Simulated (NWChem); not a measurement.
All runs are NWChem calculations. System: F$_{3}$Sb, charge 0, spin multiplicity 1, at a geometry optimised with PBE/def2-SVP with def2 effective core potentials on Sb. The structure started from a generated list of species. Level: B3LYP/def2-QZVP with def2 effective core potentials on Sb, VWN1-RPA local correlation.

Input file:

```
start mol
memory heap 200 mb stack 900 mb global 1100 mb
geometry units angstroms nocenter noautoz
  Sb     0.003667     0.347336     0.000000
  F     -0.838987    -0.647300     1.441241
  F     -0.838987    -0.647300    -1.441241
  F      1.657197    -0.673638     0.000000
  symmetry group Cs
end
basis spherical
  * library def2-qzvp
end
ecp
  Sb library def2-ecp
end
dft
  xc b3lyp
  semidirect memsize 60000000 filesize 0
  iterations 100
end
task dft energy
```

NWChem printed:

```
             Northwest Computational Chemistry Package (NWChem) 7.3.0
             --------------------------------------------------------

                                NWChem Input Module
                                -------------------

 Scaling coordinates for geometry "geometry" by  1.889725989
 (inverse scale =  0.529177249)

 Turning off AUTOSYM since
 SYMMETRY directive was detected!

                             Geometry "geometry" -> ""
                             -------------------------

 Output coordinates in angstroms (scale by  1.889725989 to convert to a.u.)

  No.       Tag          Charge          X              Y              Z
 ---- ---------------- ---------- -------------- -------------- --------------
    1 Sb                  51.0000     0.00366700     0.34733600     0.00000000
    2 F                    9.0000    -0.83898700    -0.64730000     1.44124100
    3 F                    9.0000    -0.83898700    -0.64730000    -1.44124100
    4 F                    9.0000     1.65719700    -0.67363800     0.00000000

 Effective nuclear repulsion energy (a.u.)     419.5731699038

            Nuclear Dipole moment (a.u.)
            ----------------------------
        X                 Y               Z
 ---------------- ---------------- ----------------
     0.0000453534    -0.0000113384     0.0000000000

      Symmetry information
      --------------------

 Group name             Cs
 Group number              2
 Group order               2
 No. of unique centers     3

      Symmetry unique atoms

     1    2    4


 Summary of "ao basis" -> "" (spherical)
 ------------------------------------------------------------------------------
       Tag                 Description            Shells   Functions and Types
 ---------------- ------------------------------  ------  ---------------------
 *                         def2-qzvp                  on all atoms

                                 NWChem DFT Module
                                 -----------------

 Summary of "ao basis" -> "ao basis" (spherical)
 ------------------------------------------------------------------------------
[...]
              MO Center=  1.9D-03,  1.6D-01, -1.1D-14, r^2= 3.2D+00
   Bfn.  Coefficient  Atom+Function         Bfn.  Coefficient  Atom+Function
  ----- ------------  ---------------      ----- ------------  ---------------
     6      0.347816  1 Sb s                  3     -0.299953  1 Sb s
     5      0.292198  1 Sb s                 18      0.237727  1 Sb py
     7      0.172064  1 Sb s                 21      0.169735  1 Sb py
     9     -0.155701  1 Sb py               205     -0.156426  4 F  py
    91     -0.155185  2 F  py               148     -0.155185  3 F  py

 Vector   26  Occ=0.000000D+00  E=-8.337828D-02  Symmetry=a"
              MO Center=  1.0D-01,  6.4D-01, -1.9D-09, r^2= 3.6D+00
   Bfn.  Coefficient  Atom+Function         Bfn.  Coefficient  Atom+Function
  ----- ------------  ---------------      ----- ------------  ---------------
    25      0.396844  1 Sb pz                19      0.387328  1 Sb pz
    22      0.347425  1 Sb pz                10     -0.237527  1 Sb pz
    42      0.204846  1 Sb d -1              27     -0.110167  1 Sb d -1
    16      0.095044  1 Sb pz                88     -0.089091  2 F  s
   145      0.089091  3 F  s                 91     -0.086805  2 F  py

 Vector   27  Occ=0.000000D+00  E=-8.337585D-02  Symmetry=a'
              MO Center= -8.9D-02,  6.4D-01,  1.9D-09, r^2= 3.6D+00
   Bfn.  Coefficient  Atom+Function         Bfn.  Coefficient  Atom+Function
  ----- ------------  ---------------      ----- ------------  ---------------
    23      0.396831  1 Sb px                17      0.387299  1 Sb px
    20      0.347388  1 Sb px                 8     -0.237510  1 Sb px
    41      0.206408  1 Sb d -2              26     -0.111409  1 Sb d -2
   202     -0.102870  4 F  s                205     -0.101607  4 F  py
    14      0.095040  1 Sb px               208     -0.093530  4 F  py

 Vector   28  Occ=0.000000D+00  E=-4.156184D-02  Symmetry=a'
              MO Center=  4.4D-03,  4.1D-01,  5.5D-14, r^2= 4.4D+00
   Bfn.  Coefficient  Atom+Function         Bfn.  Coefficient  Atom+Function
  ----- ------------  ---------------      ----- ------------  ---------------
    24      0.572535  1 Sb py                 6     -0.495383  1 Sb s
     5     -0.323487  1 Sb s                 18      0.324683  1 Sb py
     3      0.307648  1 Sb s                 21      0.245494  1 Sb py
     9     -0.190928  1 Sb py                 7      0.175346  1 Sb s
    89      0.123249  2 F  s                146      0.123249  3 F  s

 center of mass
 --------------
 x =   0.00051651 y =   0.04887258 z =   0.00000000

 moments of inertia (a.u.)
 ------------------
         421.153308880825           1.503361231856           0.000000000000
           1.503361231856         563.688565051863           0.000000000000
           0.000000000000           0.000000000000         421.142040179901

     Multipole analysis of the density
     ---------------------------------

     L   x y z        total         alpha         beta         nuclear
     -   - - -        -----         -----         ----         -------
     0   0 0 0      0.000000    -25.000000    -25.000000     50.000000

     1   1 0 0      0.017358      0.105671      0.105671     -0.193984
     1   0 1 0      1.620144      9.999256      9.999256    -18.378368
     1   0 0 1      0.000000      0.000000      0.000000      0.000000

     2   2 0 0    -32.029890    -82.771014    -82.771014    133.512137
     2   1 1 0      0.032208      0.449078      0.449078     -0.865948
     2   1 0 1     -0.000000     -0.000000     -0.000000      0.000000
     2   0 2 0    -28.958275    -40.192260    -40.192260     51.426245
     2   0 1 1     -0.000000     -0.000000     -0.000000      0.000000
     2   0 0 2    -32.030740    -82.774920    -82.774920    133.519099

 Task  times  cpu:      121.9s     wall:      121.9s

 Total times  cpu:      122.0s     wall:      122.0s
```
